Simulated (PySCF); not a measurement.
# Reading the logs of faulty runs: AlBGeH5O cation

All numbers below are calculated, not measured. They come from PySCF 2.14.0, an open-source quantum chemistry program, on an isolated molecule that a program drew, which may never have been made. The molecule is AlBGeH5O cation (charge +1, singlet), drawn as the SMILES string `O[B]([AlH+])[GeH3]`.

Each row is a Hartree-Fock (HF) and frozen-core CCSD(T) single point in the cc-pV(D+d)Z basis, meant for a local HF minimum. Run 1 is clean. Each other run has one planted mistake out of seven kinds, and not every kind appears here: one electron removed, one electron added, multiplicity raised by two, geometry at a saddle point, minimal basis STO-3G, one bond length entered in bohr, all coordinates scaled. The reference is restricted for singlets and unrestricted otherwise, and also for a bond in bohr. Adding or removing an electron swaps singlet and doublet. Electrons count all cores. HOMO and LUMO are orbital energies over both spins, the gradient is its largest component, and the lowest frequency (negative if imaginary) is given only where the gradient is small. Bond lengths are over the 8 bonds as drawn. T1 is the CCSD diagnostic: over 0.02 (restricted) or 0.045 (unrestricted) a single reference is doubtful. Germanium has the cc-pVDZ-PP basis, with a core potential (ECP10MDF) in place of its 10 inner electrons, and its 3s, 3p and 3d shells are frozen in CCSD(T).

Geometry of the clean run:
```xyz
9
AlBGeH5O cation, angstrom
O    -1.0541   -3.2285   -1.5846
B    -0.8272   -2.5055   -0.4965
Al   -2.0305   -0.6176   -0.6971
Ge    0.3859   -2.8941    1.1835
H    -0.6090   -4.0684   -1.6481
H    -2.8732    0.6851   -0.8566
H    -0.5343   -2.8801    2.4033
H     1.3868   -1.7436    1.2799
H     1.0861   -4.2385    1.0206
```

| run | electrons | basis functions | <S^2> | HOMO (eV) | LUMO (eV) | gradient (hartree/bohr) | lowest frequency (cm^-1) | mean bond (Å) | longest bond (Å) | T1 | HF (hartree) | CCSD(T) (hartree) | mistake |
|---|---|---|---|---|---|---|---|---|---|---|---|---|---|
| 1 | 62 | 99 | 0.000 | -14.27 | -4.58 | 3.5e-05 | 63 | 1.5969 | 2.248 | 0.0170 | -637.52033 | -637.98941 | no fault |
| 2 | 62 | 99 | 0.000 | -14.12 | -4.55 | 4.4e-02 | - | 1.6815 | 2.367 | 0.0189 | -637.50081 | -637.97739 | all coordinates scaled |
| 3 | 62 | 99 | 2.022 | -11.55 | -6.48 | 3.8e-02 | - | 1.5969 | 2.248 | 0.0259 | -637.42655 | -637.88893 | multiplicity raised by two |
| 4 | 63 | 99 | 0.796 | -5.72 | 0.97 | 3.7e-02 | - | 1.5969 | 2.248 | 0.0229 | -637.70900 | -638.19239 | one electron added |
| 5 | 62 | 99 | 0.881 | -12.96 | -4.62 | 5.6e-03 | - | 1.7668 | 2.888 | 0.0371 | -637.42087 | -637.87538 | ? |
| 6 | 61 | 99 | 0.786 | -21.49 | -12.24 | 7.7e-02 | - | 1.5969 | 2.248 | 0.0227 | -637.03407 | -637.48424 | ? |

**Which mistake was planted in run 5, and what did it cost?**

The mean bond changes by a factor of 1.106 and the longest by 1.285, so the molecule wasn't scaled as a whole. A length L in bohr read as angstrom grows by (1/0.5292 - 1) L = 0.890 L. The 8 bonds together grew by 8 x 0.1699 = 1.359 Å, which gives L = 1.528 Å. That is the length of one of the Ge-H bonds, 1.528 Å in the clean geometry. So the mistake is: one bond length entered in bohr. Subtracting run 1 and multiplying by 627.51 kcal/mol a hartree, the energy moved by 62.4 kcal/mol in HF and 71.6 kcal/mol in CCSD(T).

**Which mistake was planted in run 6, and what did it cost?**

It counts 61 electrons, one fewer than the clean run, at the same geometry and basis. So the mistake is: one electron removed. Subtracting run 1 and multiplying by 627.51 kcal/mol a hartree, the energy moved by 305.1 kcal/mol in HF and 317.0 kcal/mol in CCSD(T).

